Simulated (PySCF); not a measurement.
System (SMILES): F[C]F (closed-shell singlet).
Geometry (B3LYP-D3(BJ)/def2-TZVP, fixed):
```xyz
3

F     -1.0201    -0.2528     0.0305
C     -0.0313     0.5961     0.0011
F      1.0410    -0.1446    -0.0312
```
Charge 0, spin multiplicity 1.

Basis-set convergence of the isotropic shielding of C2 at HF with PySCF. GIAO, no density fitting; atoms are numbered in the order shown. All functions are spherical. No added dispersion term, no relativity. Reference: the value in pcseg-3, -147.68 ppm, itself unsure by roughly 6.54 ppm (its distance from pcSseg-2). Deviations are taken from unrounded values.

| basis | functions | isotropic shielding of C2 (ppm) |
|---|---|---|
| cc-pVDZ | 42 | -122.54 |
| aug-cc-pVDZ | 69 | -118.11 |
| def2-SVP | 42 | -131.93 |
| def2-SVPD | 66 | -129.44 |
| pcseg-1 | 42 | -134.03 |
| aug-pcseg-1 | 69 | -128.03 |
| 6-311G** | 54 | -136.31 |
| 6-311+G** | 66 | -137.54 |
| cc-pVTZ | 90 | -133.22 |
| aug-cc-pVTZ | 138 | -131.70 |
| pcseg-2 | 90 | -146.05 |
| aug-pcseg-2 | 138 | -145.71 |
| def2-TZVPP | 93 | -137.05 |
| def2-TZVPPD | 117 | -137.18 |
| def2-QZVPP | 171 | -140.50 |
| def2-QZVPPD | 195 | -139.85 |

What the diffuse functions change, pair by pair:
- cc-pVDZ to aug-cc-pVDZ: 27 more functions, deviation 25.14 to 29.57 ppm
- def2-SVP to def2-SVPD: 24 more functions, deviation 15.75 to 18.24 ppm
- pcseg-1 to aug-pcseg-1: 27 more functions, deviation 13.66 to 19.65 ppm
- 6-311G** to 6-311+G**: 12 more functions, deviation 11.37 to 10.14 ppm
- cc-pVTZ to aug-cc-pVTZ: 48 more functions, deviation 14.46 to 15.98 ppm
- pcseg-2 to aug-pcseg-2: 48 more functions, deviation 1.63 to 1.97 ppm
- def2-TZVPP to def2-TZVPPD: 24 more functions, deviation 10.63 to 10.50 ppm
- def2-QZVPP to def2-QZVPPD: 24 more functions, deviation 7.18 to 7.84 ppm

They bring the value nearer the reference by more than 6.54 ppm in 0 of 8 pairs.
